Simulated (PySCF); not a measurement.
## PBE0 on Tl⁻ (thallium, charge -1)

Configuration: [Xe] 4f14 5d10 6s2 6p2, high-spin 3P determinant. All numbers are calculated (PySCF 2.14, scalar relativity by spin-free X2C-1e, in aug-cc-pwCVTZ-DK3).

- Total energy: -20247.59 hartree
- One-electron energy: -27734.35 hartree
- Hartree (Coulomb) energy: 7873.86 hartree
- Exchange-correlation energy: -387.10 hartree
- ⟨S²⟩: 2.0024
- ⟨L²⟩: 2.005
- Sum of ⟨r⟩: 54.95 bohr
- Sum of ⟨r²⟩: 124.4 bohr²
- Traceless quadrupole moment −½Σ⟨3z² − r²⟩ along its main axis: 14.2 e·bohr²
- Langevin diamagnetic susceptibility: -98.5 ×10⁻⁶ cm³/mol
- Time after the integrals: about 8 core-seconds

```csv
shell,electrons,mean orbital energy (eV),spread (eV),"rms radius, mean of both spins (bohr)"
1s α,1,-85423.5,0,0.0184
1s β,1,-85423.5,0,0.0184
2s β,1,-15245.9,0,0.0743
2s α,1,-15245.9,0,0.0743
2p α,3,-13180.4,0.008,0.0683
2p β,3,-13180.4,0.016,0.0683
3s α,1,-3655.1,0,0.189
3s β,1,-3655.1,0,0.189
3p α,3,-3054.6,0.024,0.192
3p β,3,-3054.6,0.035,0.192
3d α,5,-2401.4,0.025,0.176
3d β,5,-2401.4,0.031,0.176
4s α,1,-821.97,0,0.416
4s β,1,-821.96,0,0.416
4p α,3,-622.91,0.051,0.444
4p β,3,-622.90,0.070,0.444
4d α,5,-380.70,0.058,0.472
4d β,5,-380.70,0.069,0.472
5s α,1,-131.42,0,0.933
5s β,1,-131.40,0,0.933
4f α,7,-115.77,0.066,0.512
4f β,7,-115.76,0.078,0.512
5p α,3,-76.163,0.126,1.07
5p β,3,-76.150,0.174,1.07
5d α,5,-12.699,0.179,1.50
5d β,5,-12.601,0.277,1.50
6s α,1,-6.113,0,2.75
6s β,1,-5.223,0,2.75
6p α,2,0.766,0,5.92
```

Spin-orbit coupling is strong in this species (close to jj coupling), so the high-spin LS determinant is a model state, not a physical level. At PBE0 the highest occupied level has a positive energy, so only the finite basis holds that electron; in a semilocal or global hybrid functional this comes from self-interaction and does not mean that the real anion is unbound.

Densities and radii are taken from the X2C orbitals without a picture-change correction, which distorts them close to the nucleus.
